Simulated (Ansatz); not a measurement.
Molecule: sum formula GeSiH$_{3}$, net charge 0, doublet state. It need not be the lowest isomer of its formula. 
Geometry from a B3LYP-D3(BJ)/def2-TZVP (Ansatz, a program for electronic structure) optimisation:
SMILES: [SiH]=[GeH2]
```xyz
5

Si    -1.5762    -0.0277     0.5324
Ge     0.6453     0.0510    -0.2122
H     -1.7271    -1.4159    -0.0718
H      1.6007    -1.1368    -0.4970
H      1.5447     1.3070    -0.0926
```
Charge 0, spin multiplicity 2.

Property: atomisation energy (electronic, to ground-state atoms), in eV. Valence correlation only, unless marked. Open shells are spin-unrestricted. No spin-orbit coupling. The frozen core is the preceding noble-gas configuration, with the filled d and f shells of earlier blocks. No relativistic terms. The coupled-cluster limit lacks core correlation, which all-electron functionals hold. Basis-set limits of correlation are two-point, X^-3; Hartree-Fock from the larger set. The bracket is a focal-point correction in the basis named.

```csv
level,program,atomisation energy (eV)
HF/6-31G*,Ansatz,7.96
SVWN5/def2-TZVPD,Ansatz,13.31
```

### Question
Estimate the value at RI-MP2/CBS(def2-TZVPPD,def2-QZVPPD)+[CCSD(T)-MP2]/def2-TZVPPD as computed with Ansatz.

### Answer
11.59 eV, so SVWN5/def2-TZVPD differs from it by 1.72 eV.
